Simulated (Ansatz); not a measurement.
Cost and result for the atomization energy of C2H4GaN (8 atoms, 7 bonds).

```xyz
8

N     1.1716   -0.4532   -0.4803
C     0.1842    0.3190    0.0491
C    -1.0431   -0.1278    0.3869
Ga   -0.0546    2.2360    0.6937
H     0.9543   -1.3702   -0.8414
H     1.9637   -0.0093   -0.9052
H    -1.4062   -1.1469    0.2529
H    -1.7700    0.5523    0.8443
```

Total charge 0; spin multiplicity 1. Correlated methods include outer-core shells of Ga, which these sets cover unevenly. Scalar relativity is left out up to krypton. The bonds changed during the relaxation, so this is another structure than the one it started from. All single points use the PBE0-D4/def2-TZVP geometry. It is one conformer, not always the lowest. Program: Ansatz. All runs use 2 threads of an AMD EPYC 9R14 on a shared host. Times are those of one run each, without the atoms' runs, and a repeat can differ threefold. Electronic energies, without spin–orbit coupling; frozen cores. CCSD(T)/CBS adds CCSD(T) − MP2 in def2-TZVPP to the MP2 limit, and its time is that of the two runs behind it. T1 = 0.014. With those shells the extrapolation isn't a true limit. B3LYP takes the VWN-RPA correlation (the form of Gaussian; ORCA's B3LYP/G).

CCSD(T)/CBS is a level of theory with its own doubt, some kJ/mol a heavy atom from the limit and from the frozen cores, so smaller differences don't rank the functionals.

```
                             level  functions  wall time
            LDA (SPW92)/def2-TZVPP        197      1.2 s
              revPBE-D4/def2-TZVPP        197      1.9 s
   PBE-D4/def2-TZVPP (with forces)        197      2.3 s
                PBE0-D4/def2-TZVPP        197      2.5 s
               BHLYP-D4/def2-TZVPP        197      2.7 s
 B3LYP-D4/def2-TZVPP (with forces)        197      3.9 s
r2SCAN-D4/def2-TZVPP (with forces)        197      4.1 s
             r2SCANh-D4/def2-TZVPP        197      4.1 s
               PBE-QIDH/def2-TZVPP        197      5.5 s
                  CCSD(T)/def2-SVP         94      5.5 s
                    MP2/def2-QZVPP        380       19 s
                CCSD(T)/def2-TZVPP        197       67 s
                 CCSD(T)/CBS(def2)          –       86 s
```

Question: What atomization energy does each give, and how far from CCSD(T)/CBS? (An estimate is asked.)

Answer: Computed: 
```
                             level  atomization (kcal/mol)  difference from CCSD(T)/CBS  per bond
            LDA (SPW92)/def2-TZVPP                   810.8                        116.1      16.6
              revPBE-D4/def2-TZVPP                   700.7                          6.0       0.9
   PBE-D4/def2-TZVPP (with forces)                   720.3                         25.6       3.7
                PBE0-D4/def2-TZVPP                   701.8                          7.1       1.0
               BHLYP-D4/def2-TZVPP                   671.9                        -22.8      -3.3
 B3LYP-D4/def2-TZVPP (with forces)                   698.8                          4.1       0.6
r2SCAN-D4/def2-TZVPP (with forces)                   696.2                          1.5       0.2
             r2SCANh-D4/def2-TZVPP                   690.6                         -4.1      -0.6
               PBE-QIDH/def2-TZVPP                   690.9                         -3.8      -0.5
                  CCSD(T)/def2-SVP                   654.2                        -40.5      -5.8
                    MP2/def2-QZVPP                   699.2                          4.5       0.6
                CCSD(T)/def2-TZVPP                   674.2                        -20.5      -2.9
                 CCSD(T)/CBS(def2)                   694.7                          0.0       0.0
```

Leaving LDA and LC-ωPBE aside and taking each functional with its dispersion term where it has one, the values spread over 48.4 kcal/mol, from BHLYP-D4 to PBE-D4. LDA lies +94.5 kcal/mol from PBE without D4, its usual overbinding. In def2-TZVPP, CCSD(T) changes the Hartree–Fock value by +196.2 kcal/mol (the triples alone add +13.7 kcal/mol) and MP2 by +209.2 kcal/mol; breaking electron pairs costs correlation energy, which Hartree–Fock lacks. From PBE to PBE0 (25 % exact exchange), in def2-TZVPP and without D4, the atomization energy moves by −17.9 kcal/mol: exact exchange takes away binding that semilocal exchange gives to molecules.
